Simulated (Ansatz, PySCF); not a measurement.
Barrier from R1 to the saddle point P1, each structure at its B3LYP-D3(BJ)/def2-TZVP stationary point, reached from a drawn start; harmonic modes at that level show the others as minima.
R1, PH3 (SMILES P) (charge 0, multiplicity 1):
```xyz
4

P      0.000     0.000     0.577
H      1.192     0.000    -0.192
H     -0.596     1.032    -0.192
H     -0.596    -1.032    -0.192
```
P1, H3P, a first-order saddle point (one imaginary mode, 1100i cm⁻¹) (charge 0, multiplicity 1):
```xyz
4

P      0.00000     0.00000     0.00000
H      1.37996     0.00000     0.00000
H     -0.68998     1.19508     0.00000
H     -0.68998    -1.19508     0.00000
```

P less R. No zero-point or thermal terms. No path was followed down from the saddle.

Correlated levels freeze the cores.

Programs: Ansatz (Gaussian basis) for Hartree–Fock, density functionals and correlated methods; PySCF for the D3/D4 terms. All values are computed, each at the level named.

| level | barrier height (kcal/mol) |
|---|---|
| HF/cc-pV(D+d)Z | 37.81 |
| HF/cc-pV(Q+d)Z | 35.60 |
| BHLYP/def2-TZVPP | 34.41 |
| BHLYP-D3(BJ)/def2-TZVPP | 34.42 |
| CAM-B3LYP/def2-TZVPP | 33.49 |
| wB97M-V/def2-TZVPP | 33.87 |
| B2PLYP-D3(BJ)/def2-TZVPP | 33.93 |
| MP2/cc-pV(D+d)Z | 36.16 |
| CCSD(T)/cc-pV(D+d)Z | ___ |

**Question.** Complete the blanks.

**Answer.** 
- CCSD(T)/cc-pV(D+d)Z, barrier height (kcal/mol): 37.03

Ansatz is a first-principles code.
